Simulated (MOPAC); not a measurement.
MOPAC input (MNDO):

```
MNDO 1SCF GEO-OK AUX(PRECISION=9) THREADS=1
Ag2

Ag   -0.00000000 1   -0.00000000 1   -1.29830898 1
Ag    0.00000000 1    0.00000000 1    1.29830898 1
```

From its output:

```
          Parameters for some elements are missing

           Empirical Formula: Ag2  =     2 atoms

 ******************************************************************************
 *                                                                            *
 *     Error and normal termination messages reported in this calculation     *
 *                                                                            *
 * Parameters for some elements are missing                                   *
 * JOB ENDED NORMALLY                                                         *
 *                                                                            *
 ******************************************************************************

 == MOPAC DONE ==
```

The input was rejected before any calculation.

The geometry given is a B3LYP-D3(BJ)/def2-TZVP minimum.
